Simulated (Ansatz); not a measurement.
The same path of CH$_{5}$NS$_{2}$W (10 atoms, charge 0, multiplicity 1) was run twice with different band settings. The coordinate that changes most is the dihedral S4–W2–N3–H9.

Level of theory: RKS PBE-D4/def2-SVP (Ansatz).

Relaxed end points:

```xyz
10
Properties=species:S:1:pos:R:3
C -1.465 -0.444 0.298
W 0.239 0.460 -0.566
N 1.764 -0.100 0.486
S 0.317 -0.277 -2.588
S -0.110 2.582 -0.442
H -2.378 -0.158 -0.264
H -1.362 -1.550 0.270
H -1.577 -0.111 1.351
H 2.181 0.466 1.234
H 2.391 -0.868 0.220
```

```xyz
10
Properties=species:S:1:pos:R:3
C -1.464 -0.443 0.299
W 0.239 0.461 -0.567
N 1.764 -0.100 0.485
S 0.319 -0.275 -2.589
S -0.111 2.582 -0.443
H -2.378 -0.162 -0.265
H -1.359 -1.549 0.276
H -1.578 -0.106 1.351
H 2.385 -0.875 0.225
H 2.184 0.468 1.230
```

Common settings: movable images 5; climbing image yes; spring 5.0 eV/Å²; start path through a guess of the saddle point; force threshold 0.05 eV/Å; iteration limit 60; end points relaxed.

| run | optimiser | largest step |
| --- | --- | --- |
| 1 | quadratic models (default) | default |
| 2 | lbfgs | 0.5 Å |

Problem. What does each run give, and how far can it be trusted?

Solution. Run 1: converged after 9 iterations, highest image 0.473 eV above the first end. A vibrational analysis at the climbing image gives one clearly imaginary mode, 434i cm⁻¹: a first-order saddle point.
Run 2: converged after 48 iterations, highest image 0.470 eV above the first end. Another band between the same ends (5 images) ends at a top of the same energy, where a vibrational analysis finds 1 clearly imaginary mode.
